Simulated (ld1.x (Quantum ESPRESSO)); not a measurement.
## An all-electron radial function and its pseudo partner (Sb)

Columns: radius, all-electron u(r) and pseudo u(r) of the 5p shell (level -5.00 eV) of antimony in the configuration [Kr] 4d10 5s2 5p3; LDA (PZ), scalar-relativistic, TM scheme, ld1.x (Quantum ESPRESSO) 7.5.

```
r (bohr)  all-electron   pseudo
   0.115        0.0289  -0.0024
   0.230       -0.1828  -0.0095
   0.345       -0.0690  -0.0216
   0.460        0.1343  -0.0389
   0.575        0.2627  -0.0616
   0.690        0.2862  -0.0902
   0.805        0.2298  -0.1249
   0.920        0.1277  -0.1659
   1.035        0.0069  -0.2131
   1.150       -0.1153  -0.2656
   1.265       -0.2289  -0.3223
   1.380       -0.3289  -0.3809
   1.495       -0.4135  -0.4387
   1.610       -0.4827  -0.4928
   1.725       -0.5374  -0.5404
   1.840       -0.5790  -0.5795
   1.955       -0.6091  -0.6091
   2.070       -0.6292  -0.6292
   2.185       -0.6409  -0.6409
   2.300       -0.6453  -0.6453
   2.415       -0.6438  -0.6438
   2.530       -0.6375  -0.6375
   2.645       -0.6271  -0.6271
   2.760       -0.6137  -0.6137
   2.875       -0.5977  -0.5977
   2.990       -0.5799  -0.5799
```

Task: How many radial nodes do the two functions have?

Result: The all-electron 5p function has n − l − 1 = 3; the pseudo-wave has 0, since the states of the same l below it are removed with the core.

Task: At about which radius was the pseudo-wave matched?

Result: 2.30 bohr. The columns agree to 0.0005 from 1.96 bohr on; several derivatives are matched, so the curves merge somewhat inside the radius.

Task: Is the pseudo-wave norm-conserving?

Result: Yes: the TM scheme keeps the norm inside the radius equal to the all-electron one, which fixes the energy derivative of the logarithmic derivative at the level.
